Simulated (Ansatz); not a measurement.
`[OH][SnH2][SeH]` and `[OH][SnH2][F]` differ in one atom or group.

Ansatz, PBE0-D4/def2-TZVP geometries, multiplicity 1. Each molecule was computed in one conformer, which needn't be the lowest.

Elements past krypton have def2 core potentials. Scalar relativity is left out up to krypton.

```csv
property,`[OH][SnH2][SeH]`
HOMO energy (ωB97M-V/def2-TZVPP) / eV,-9.38
LUMO energy (PBE/def2-TZVPP) / eV,-1.72
size of the dipole moment (PBE/def2-TZVPP) / D,0.62
size of the dipole moment (ωB97M-V/def2-TZVPP) / D,0.76
HOMO–LUMO gap (PBE/def2-TZVPP) / eV,4.34
HOMO energy (B3LYP/def2-TZVPP) / eV,-6.98
```

Give the same properties after the change, and the shifts. (An estimate is asked.)

Computed: 
```tsv
property	`[OH][SnH2][F]`	shift
HOMO energy (ωB97M-V/def2-TZVPP) / eV	-11.37	-1.99
LUMO energy (PBE/def2-TZVPP) / eV	-1.61	0.11
size of the dipole moment (PBE/def2-TZVPP) / D	2.22	1.60
size of the dipole moment (ωB97M-V/def2-TZVPP) / D	2.40	1.64
HOMO–LUMO gap (PBE/def2-TZVPP) / eV	5.69	1.35
HOMO energy (B3LYP/def2-TZVPP) / eV	-8.72	-1.74
```

With PBE0 the HOMO falls by 1.75 eV and the LUMO rises by 0.19 eV, so the gap widens by about 1.94 eV. PBE moves the HOMO by -1.24 eV and ωB97M-V by -1.99 eV. The zero-point energy changes by -16.1 kJ/mol with -3 modes. Dipoles are sizes alone; their direction can turn.

B3LYP here is the variant with VWN-RPA as its local correlation; programs differ in this.

Spin–orbit coupling is left out; it splits and shifts lone-pair levels of the heavy atoms by tenths of an eV.
